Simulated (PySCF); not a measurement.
From computed data to an observable: chemical shift, span and skew from a shielding tensor

C2H6N2Si, SMILES C([SiH](N)N)#C. Atoms are numbered in the order given.

```xyz
11

C      2.5879    -0.3006     0.0947
C      1.3804    -0.1325     0.1826
Si    -0.4527     0.0640     0.3400
N     -1.4193    -1.2325    -0.2522
N     -0.8050     1.4577    -0.6072
H      3.6505    -0.4483     0.0161
H     -0.7462     0.1001     1.8063
H     -1.3460    -1.5088    -1.2273
H     -1.5965    -2.0363     0.3420
H     -0.1126     2.1933    -0.7018
H     -1.7503     1.8261    -0.6439
```

Geometry: r2SCAN-D4/def2-SVP. This is a generated structure with no PubChem entry under its InChIKey; it may be hypothetical. One conformer was computed; it need not be the lowest.

GIAO shieldings from HF/pcSseg-1 run with PySCF, non-relativistic, no solvent. The symmetric part of the tensor of C2 has the principal values -2.5, 0.3, 299.2 ppm. The same nucleus in TMS has σ = 192.6 ppm at this level (PySCF, at its B3LYP-D3(BJ)/def2-TZVP geometry).

**Question.** Work out the isotropic shielding, the ¹³C shift against TMS, the span and the skew.

**Answer.** 
σ(iso) = (σ11 + σ22 + σ33)/3 = 99.0 ppm. δ = σ(ref) − σ(iso) = 192.6 − (99.0) = 93.6 ppm.
Span Ω = σ33 − σ11 = 301.7 ppm. Skew κ = 3(σ(iso) − σ22)/Ω = 0.98, an axial tensor. Tumbling in solution averages the tensor to δ; in a static solid the shielding alone would spread this spin-1/2 line over Ω.
